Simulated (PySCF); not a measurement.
## Basis-set dependence of population analyses: `ClC1[SiH2]C[SiH2]1`

Species: C2H7ClSi2.
Numbering: `[Cl:1][CH:2]1[SiH2:3][CH2:4][SiH2:5]1` (hydrogens: H6 on C2; H7, H8 on Si3; H9, H10 on C4; H11, H12 on Si5)

Geometry (PBE0-D3(BJ)/def2-SVP, Å), atoms numbered from 1 in this order:
```
atom  x, y, z in Å
Cl1    1.599   -2.406    0.302
C2     0.866   -0.923   -0.350
Si3    0.916    0.712    0.643
C4    -0.819    1.128   -0.021
Si5   -1.035   -0.721   -0.414
H6     1.286   -0.746   -1.356
H7     0.893    0.441    2.110
H8     2.026    1.659    0.316
H9    -0.774    1.741   -0.936
H10   -1.533    1.589    0.677
H11   -1.704   -1.084   -1.701
H12   -1.677   -1.454    0.715
```

PBE0 throughout (PySCF), one geometry, spherical d and f functions. One conformer (not necessarily the lowest) at the PBE0-D3(BJ)/def2-SVP geometry, without solvent, vibrations or thermal averaging. Atoms taken as equivalent share a column and are averaged. The first 7 of 9 kinds of atom are listed.

Mulliken charges (e):

```tsv
basis	functions	Cl1	C2	Si3/Si5	C4	H6	H7/H12	H8/H11
STO-3G	44	-0.177	-0.347	+0.596	-0.454	+0.084	-0.107	-0.111
6-31G	71	+0.030	-0.952	+0.764	-0.953	+0.263	-0.086	-0.101
pcSseg-0	71	-0.009	-1.320	+0.956	-1.421	+0.336	-0.009	-0.039
6-31G*	96	-0.045	-0.675	+0.512	-0.781	+0.245	-0.049	-0.057
cc-pVDZ	117	-0.099	-0.379	+0.341	-0.347	+0.111	-0.026	-0.040
def2-SVP	117	-0.135	-0.469	+0.491	-0.531	+0.131	-0.043	-0.056
pcSseg-1	141	-0.115	-0.720	+0.655	-0.814	+0.203	-0.048	-0.064
aug-cc-pVDZ	190	-0.192	-0.089	-0.392	+0.328	-0.091	+0.389	+0.316
6-311+G(2d,p)	201	-0.026	-0.526	+0.464	-0.710	+0.190	-0.041	-0.053
def2-TZVP	215	-0.156	-0.207	+0.219	-0.478	+0.144	-0.004	-0.015
cc-pVTZ	260	-0.158	-0.261	+0.269	-0.393	+0.128	-0.015	-0.025
IGLO-III	272	-0.022	-0.668	+0.838	-0.848	+0.175	-0.168	-0.169
```

IAO charges (e):

```
        basis  functions     Cl1      C2  Si3/Si5      C4      H6  H7/H12  H8/H11
       STO-3G         44  -0.082  -0.626   +0.744  -0.747  +0.134  -0.108  -0.106
        6-31G         71  -0.086  -0.626   +0.628  -0.786  +0.179  -0.069  -0.074
     pcSseg-0         71  -0.072  -0.665   +0.645  -0.812  +0.183  -0.065  -0.072
       6-31G*         96  -0.088  -0.652   +0.739  -0.820  +0.169  -0.103  -0.106
      cc-pVDZ        117  -0.089  -0.642   +0.729  -0.817  +0.169  -0.102  -0.104
     def2-SVP        117  -0.081  -0.650   +0.749  -0.819  +0.165  -0.108  -0.111
     pcSseg-1        141  -0.088  -0.662   +0.756  -0.830  +0.168  -0.106  -0.108
  aug-cc-pVDZ        190  -0.095  -0.644   +0.732  -0.826  +0.171  -0.101  -0.104
6-311+G(2d,p)        201  -0.090  -0.667   +0.764  -0.846  +0.173  -0.109  -0.111
    def2-TZVP        215  -0.086  -0.673   +0.774  -0.852  +0.172  -0.112  -0.114
      cc-pVTZ        260  -0.089  -0.665   +0.760  -0.845  +0.173  -0.108  -0.110
     IGLO-III        272  -0.085  -0.672   +0.773  -0.852  +0.173  -0.112  -0.114
```

Hirshfeld charges (e):

```
        basis  functions     Cl1      C2  Si3/Si5      C4      H6  H7/H12  H8/H11
       STO-3G         44  -0.207  -0.080   +0.370  -0.186  +0.016  -0.075  -0.076
        6-31G         71  -0.094  -0.167   +0.306  -0.236  +0.049  -0.063  -0.068
     pcSseg-0         71  -0.098  -0.168   +0.332  -0.238  +0.032  -0.065  -0.065
       6-31G*         96  -0.097  -0.161   +0.303  -0.234  +0.054  -0.066  -0.070
      cc-pVDZ        117  -0.082  -0.171   +0.324  -0.241  +0.043  -0.070  -0.074
     def2-SVP        117  -0.076  -0.173   +0.329  -0.244  +0.041  -0.072  -0.074
     pcSseg-1        141  -0.082  -0.178   +0.331  -0.249  +0.042  -0.069  -0.072
  aug-cc-pVDZ        190  -0.069  -0.193   +0.329  -0.259  +0.045  -0.068  -0.071
6-311+G(2d,p)        201  -0.072  -0.192   +0.329  -0.252  +0.045  -0.068  -0.072
    def2-TZVP        215  -0.075  -0.187   +0.326  -0.253  +0.046  -0.068  -0.072
      cc-pVTZ        260  -0.078  -0.183   +0.326  -0.251  +0.046  -0.068  -0.072
     IGLO-III        272  -0.065  -0.188   +0.324  -0.253  +0.043  -0.068  -0.070
```

ESP-fitted charges (e):

| basis | functions | Cl1 | C2 | Si3/Si5 | C4 | H6 | H7/H12 | H8/H11 |
| --- | --- | --- | --- | --- | --- | --- | --- | --- |
| STO-3G | 44 | -0.228 | -0.178 | +0.434 | -0.445 | +0.106 | -0.075 | -0.087 |
| 6-31G | 71 | -0.154 | -0.442 | +0.539 | -0.705 | +0.225 | -0.086 | -0.111 |
| pcSseg-0 | 71 | -0.149 | -0.548 | +0.666 | -0.911 | +0.240 | -0.100 | -0.117 |
| 6-31G* | 96 | -0.114 | -0.485 | +0.482 | -0.633 | +0.239 | -0.074 | -0.097 |
| cc-pVDZ | 117 | -0.104 | -0.460 | +0.442 | -0.566 | +0.223 | -0.065 | -0.088 |
| def2-SVP | 117 | -0.095 | -0.486 | +0.489 | -0.626 | +0.225 | -0.077 | -0.096 |
| pcSseg-1 | 141 | -0.109 | -0.551 | +0.580 | -0.725 | +0.243 | -0.092 | -0.112 |
| aug-cc-pVDZ | 190 | -0.116 | -0.465 | +0.487 | -0.626 | +0.227 | -0.075 | -0.099 |
| 6-311+G(2d,p) | 201 | -0.105 | -0.500 | +0.484 | -0.631 | +0.240 | -0.072 | -0.094 |
| def2-TZVP | 215 | -0.109 | -0.465 | +0.483 | -0.618 | +0.225 | -0.076 | -0.099 |
| cc-pVTZ | 260 | -0.113 | -0.455 | +0.481 | -0.612 | +0.221 | -0.076 | -0.099 |
| IGLO-III | 272 | -0.075 | -0.551 | +0.512 | -0.642 | +0.246 | -0.081 | -0.102 |

Which scheme is steadiest as the basis changes?

Largest range over the bases for any column: Hirshfeld 0.14 e, IAO 0.15 e, ESP-fitted 0.47 e, Mulliken 1.75 e. Hirshfeld and IAO charges move least and Mulliken charges most, counted in e. Without the minimal STO-3G basis the ranges are Hirshfeld 0.03, IAO 0.15, ESP-fitted 0.34, Mulliken 1.75 e.

How much do the charges still move between the two largest bases, cc-pVTZ and IGLO-III?

At most, over all atoms: Mulliken 0.570 e, IAO 0.013 e, Hirshfeld 0.013 e, ESP-fitted 0.096 e.

What do the same runs give for the total energy, the frontier levels and the dipole moment?

```json
{"basis": "STO-3G", "energy (Eh)": "-1106.5141", "HOMO (eV)": "-5.34", "LUMO (eV)": "4.80", "μ (D)": "2.77"}
{"basis": "6-31G", "energy (Eh)": "-1118.9491", "HOMO (eV)": "-7.44", "LUMO (eV)": "-0.02", "μ (D)": "2.75"}
{"basis": "pcSseg-0", "energy (Eh)": "-1117.7112", "HOMO (eV)": "-7.57", "LUMO (eV)": "-0.09", "μ (D)": "2.65"}
{"basis": "6-31G*", "energy (Eh)": "-1119.0493", "HOMO (eV)": "-7.34", "LUMO (eV)": "-0.04", "μ (D)": "2.60"}
{"basis": "cc-pVDZ", "energy (Eh)": "-1119.1069", "HOMO (eV)": "-7.34", "LUMO (eV)": "0.04", "μ (D)": "2.38"}
{"basis": "def2-SVP", "energy (Eh)": "-1118.7219", "HOMO (eV)": "-7.29", "LUMO (eV)": "0.09", "μ (D)": "2.26"}
{"basis": "pcSseg-1", "energy (Eh)": "-1119.0573", "HOMO (eV)": "-7.48", "LUMO (eV)": "-0.20", "μ (D)": "2.48"}
{"basis": "aug-cc-pVDZ", "energy (Eh)": "-1119.1169", "HOMO (eV)": "-7.45", "LUMO (eV)": "-0.54", "μ (D)": "2.45"}
{"basis": "6-311+G(2d,p)", "energy (Eh)": "-1119.1615", "HOMO (eV)": "-7.47", "LUMO (eV)": "-0.55", "μ (D)": "2.46"}
{"basis": "def2-TZVP", "energy (Eh)": "-1119.1716", "HOMO (eV)": "-7.41", "LUMO (eV)": "-0.35", "μ (D)": "2.39"}
{"basis": "cc-pVTZ", "energy (Eh)": "-1119.1801", "HOMO (eV)": "-7.42", "LUMO (eV)": "-0.23", "μ (D)": "2.40"}
{"basis": "IGLO-III", "energy (Eh)": "-1119.1703", "HOMO (eV)": "-7.38", "LUMO (eV)": "-0.26", "μ (D)": "2.23"}
```

The dipole is fixed by the density alone, so its range of 0.54 D shows that the density itself changes with the basis, not only its division among atoms.
